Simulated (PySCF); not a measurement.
In(Br)(OH)(OMe) (CH₄BrInO₂), SMILES [O](C)[In]([OH])[Br].

Geometry optimised at PBE0-D3(BJ)/def2-SVP. The structure was generated by enumeration; whether it is a known compound was not checked. The def2 effective core potentials stand for the cores of In; spin–orbit coupling is left out. The values are those of a single conformer.

Computed with PBE/def2-TZVP (PySCF).

Symmetry labels are those of the subgroup Cs that the program uses (full group Cs).

Computed valence orbital energies around the gap with their symmetry:
```
orbital  symmetry  energy (eV)
-------  --------  -----------
HOMO−7         A'       -10.56
HOMO−6         A'        -9.56
HOMO−5         A'        -7.97
HOMO−4         A"        -7.63
HOMO−3         A'        -7.32
HOMO−2         A"        -7.24
HOMO−1         A'        -6.86
HOMO           A"        -6.44
LUMO           A'        -3.25
LUMO+1         A"        -1.78
LUMO+2         A'        -0.24
LUMO+3         A'         0.03
```
